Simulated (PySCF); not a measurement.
## aluminum triethanolate: 4 charge schemes on one density

Species: aluminum triethanolate, C₆H₁₅AlO₃.
Geometry (PBE0-D3(BJ)/def2-SVP, Å), atoms numbered from 1 in this order:
```
atom  x, y, z in Å
C1     2.8428   -0.7218   -0.6775
C2     2.8703    0.3795    0.3641
O3     1.5963    0.8888    0.6294
Al4    0.1186    0.1966    1.0822
O5     0.0526   -1.4360    1.5245
C6    -0.9737   -2.3355    1.8248
C7    -2.0312   -2.3873    0.7398
O8    -1.2884    1.1364    1.0839
C9    -1.6147    2.4297    0.6689
C10   -1.1685    2.7107   -0.7525
H11    2.2284   -1.5668   -0.3265
H12    2.4138   -0.3480   -1.6209
H13    3.8558   -1.0982   -0.8889
H14    3.3365   -0.0026    1.2927
H15    3.5085    1.2106    0.0139
H16   -0.5265   -3.3366    1.9603
H17   -1.4479   -2.0726    2.7900
H18   -2.4982   -1.3977    0.6093
H19   -2.8221   -3.1121    0.9879
H20   -1.5824   -2.6882   -0.2204
H21   -1.1660    3.1779    1.3504
H22   -2.7098    2.5528    0.7498
H23   -1.6381    2.0003   -1.4515
H24   -0.0745    2.6103   -0.8389
H25   -1.4462    3.7298   -1.0637
```

Density: PBE0/pcSseg-1 (PySCF); schemes: Mulliken, IAO, Hirshfeld and ESP-fitted. Geometry: PBE0-D3(BJ)/def2-SVP, one conformer, isolated molecule.

Question: Atoms with like bonding are taken together and averaged. Which atoms carry the lowest charge in the Mulliken, IAO, Hirshfeld and ESP-fitted schemes?

Answer: All schemes agree: Mulliken O3/O5/O8 (-0.739); IAO O3/O5/O8 (-0.669); Hirshfeld O3/O5/O8 (-0.300); ESP-fitted O3/O5/O8 (-0.729).

Question: For which atoms does the sign change between the 4 schemes (beyond +0.03 e in one, beyond −0.03 e in another)?

Answer: For none.

Question: Do the Mulliken, IAO, Hirshfeld and ESP-fitted schemes agree on where the charge is highest?

Answer: All schemes agree: Mulliken Al4 (+1.325); IAO Al4 (+1.331); Hirshfeld Al4 (+0.679); ESP-fitted Al4 (+1.402).

Question: Tabulate the Mulliken, IAO, Hirshfeld and ESP-fitted charges.

Answer: In e; atoms taken as equivalent share a row and are averaged (×n: the atom named and its like, n in all):

```csv
atom,environment,Mulliken,IAO,Hirshfeld,ESP-fitted
C1/C7/C10,methyl carbon,-0.361,-0.424,-0.123,-0.354
C2/C6/C9,sp3 carbon bound to oxygen,+0.095,-0.021,+0.006,+0.355
O3/O5/O8,oxygen bonded to Al and C,-0.739,-0.669,-0.300,-0.729
Al4,aluminium bonded to 3 O,+1.325,+1.331,+0.679,+1.402
H11 (×9),methyl hydrogen,+0.121,+0.140,+0.040,+0.090
H14 (×6),methylene hydrogen,+0.101,+0.125,+0.035,-0.004
```

Mean size of the charges over all atoms: IAO 0.268 e, ESP-fitted 0.265 e, Mulliken 0.264 e, Hirshfeld 0.101 e. Each set sums to the total charge, 0, to within 0.001 e. The IAO scheme counts the electrons in orthogonalised intrinsic atomic orbitals, a minimal basis polarised so that it spans the occupied orbitals exactly.

Some averages cover members that differ in this geometry: H14 (×6), ESP-fitted -0.025 to +0.015; C1/C7/C10, ESP-fitted -0.370 to -0.338; H11 (×9), ESP-fitted +0.076 to +0.105 e.

Question: Sum the charges by element, for elements with more than one atom.

Answer: 
```csv
element,atoms,Mulliken,IAO,Hirshfeld,ESP-fitted
C,6,-0.799,-1.337,-0.349,+0.003
O,3,-2.216,-2.008,-0.901,-2.186
H,15,+1.690,+2.015,+0.570,+0.782
```

Question: How closely do the schemes follow one another over all atoms?

Answer: Correlation coefficient and root-mean-square difference: Mulliken with IAO 0.99, 0.055 e; Mulliken with Hirshfeld 0.99, 0.226 e; IAO with Hirshfeld 0.98, 0.223 e; Mulliken with ESP-fitted 0.97, 0.107 e; Hirshfeld with ESP-fitted 0.95, 0.256 e; IAO with ESP-fitted 0.93, 0.152 e.

Question: How many electrons does the Hirshfeld scheme count on C1?

Answer: Its own charge is -0.122 e, so Z − q = 6.122.
